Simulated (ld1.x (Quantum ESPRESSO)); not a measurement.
Logarithmic derivatives: iron (Fe), ultrasoft

- Element: iron (Fe)
- Generator: ld1.x (Quantum ESPRESSO) 7.5
- Type: ultrasoft
- Functional: PBEsol
- Relativity: fully relativistic
- Frozen core: [Ar]
- Valence charge: 8
- Reference configuration: 3d6 4s2 4p0
- Partial waves: 4s (bound): rcut 1.90, rcutus 2.55 bohr; 4s channel at -0.05 Ry: rcut 1.90, rcutus 2.55 bohr; 4p (bound, empty): rcut 2.45, rcutus 3.30 bohr; 4p channel at 1.05 Ry: rcut 2.45, rcutus 3.30 bohr; 3d (bound): rcut 1.30, rcutus 1.50 bohr; 3d channel at 0.15 Ry: rcut 1.30, rcutus 1.50 bohr
- Local potential: all-electron potential smoothed inside 2.20 bohr (lloc = -1)
- Core correction: none
- Augmentation charge: PSQ, radius 1.15 bohr

Open shells are filled in proportion to 2j + 1 (rel_dist='average').

The phase is arctan(r·u′/u) with u = r·R(r), unwrapped; energies in Ry, scanned from -3 to 5 Ry. A pole is an energy at which the radial function vanishes at the test radius. The pseudo phase is shifted by a multiple of π to meet the all-electron one at the reference energy, and phase errors are pseudo minus all-electron; the curves can meet again beyond the range given. Levels narrower than the energy grid can be missing from the lists of poles.

| channel | radius (bohr) | reference energy (Ry) | poles, all-electron | poles, pseudo | unbroken range about the reference energy with phases within 0.05 rad | phase error 1 Ry above the reference energy (rad) |
| --- | --- | --- | --- | --- | --- | --- |
| s | 3.62 | -0.39 | 0.08, 3.77 | 0.08, 3.45, 4.79 | below 3.7 | -0.000 |
| p1/2 | 3.62 | -0.10 | 0.70, 4.47 | 0.70, 3.91 | below 2.1 | -0.000 |
| p3/2 | 3.62 | -0.09 | 0.72, 4.50 | 0.72, 3.93 | below 2.1 | -0.000 |
| d3/2 | 3.62 | -0.56 | -0.54, 1.88 | -0.54, 1.89 | below 3.4 | +0.000 |
| d5/2 | 3.62 | -0.55 | -0.52, 1.89 | -0.52, 1.89 | below 3.4 | +0.000 |

Phases in the s channel:

```tsv
E (Ry)	all-electron	pseudo
-3.00	1.397	1.397
-2.52	1.376	1.376
-2.04	1.347	1.347
-1.56	1.295	1.295
-1.08	1.175	1.175
-0.60	0.395	0.395
-0.12	-1.448	-1.448
0.36	-1.675	-1.675
0.84	-1.826	-1.826
1.32	-2.156	-2.160
1.80	-3.691	-3.724
2.28	-4.417	-4.431
2.76	-4.582	-4.596
3.24	-4.659	-4.680
3.72	-4.708	-4.763
4.20	-4.749	-7.268
4.68	-4.792	-7.836
```
